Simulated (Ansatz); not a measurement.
`CO[SiH2]B(O)F` + `S[SiH2]Cl` → `CO[SiH2]S[SiH2]Cl` + `OBF`  (cleavage of the Si–B bond)

Gas-phase electronic energies from Ansatz, PBE0-D4/def2-TZVP geometries. CCSD(T)/CBS is the MP2 limit (def2-TZVPP, def2-QZVPP) plus CCSD(T) − MP2 in def2-TZVPP, frozen cores. This one scheme is used for every species. Functionals use def2-TZVPP. B3LYP here is the variant with VWN-RPA as its local correlation; programs differ in this. Each species was taken in one conformer, which may not be the lowest.

| level | ΔE (kJ/mol) | difference from CCSD(T)/CBS |
| --- | --- | --- |
| PBE-D4 | -85.9 | 10.4 |
| r2SCAN-D4 | -92.6 | 3.7 |
| PBE0-D4 | -91.6 | 4.7 |
| B3LYP-D4 | -94.9 | 1.4 |
| ωB97X-V | -90.6 | 5.7 |
| ωB97M-V | -95.9 | 0.4 |
| B2PLYP | -89.9 | 6.4 |
| PBE | -76.8 | 19.5 |
| r2SCAN | -90.0 | 6.3 |
| PBE0 | -83.1 | 13.2 |
| B3LYP | -80.3 | 16.0 |
| HF/def2-TZVPP | -92.7 | 3.6 |
| MP2/def2-TZVPP | -105.0 | -8.7 |
| SCS-MP2/def2-TZVPP | -99.2 | -2.9 |
| CCSD/def2-TZVPP | -90.8 | 5.5 |
| CCSD(T)/def2-TZVPP | -92.5 | 3.8 |
| HF/def2-QZVPP | -93.0 | 3.3 |
| MP2/def2-QZVPP | -107.3 | -11.0 |
| SCS-MP2/def2-QZVPP | -101.4 | -5.1 |
| HF/CBS(def2) | -93.0 | 3.3 |
| MP2/CBS(def2) | -108.8 | -12.5 |
| CCSD/CBS(def2) | -94.6 | 1.7 |
| CCSD(T)/CBS | -96.3 | 0 |

Largest T1 diagnostic among the species: 0.013.

From PBE to PBE0 (25 % exact exchange), in def2-TZVPP and without D4, ΔE moves by −6.3 kJ/mol. The D4 term adds −14.6 kJ/mol with B3LYP and −8.4 kJ/mol with PBE0; it sums over pairs of atoms, weighted by their polarisabilities, and B3LYP, whose exchange is more repulsive, gets the larger term.
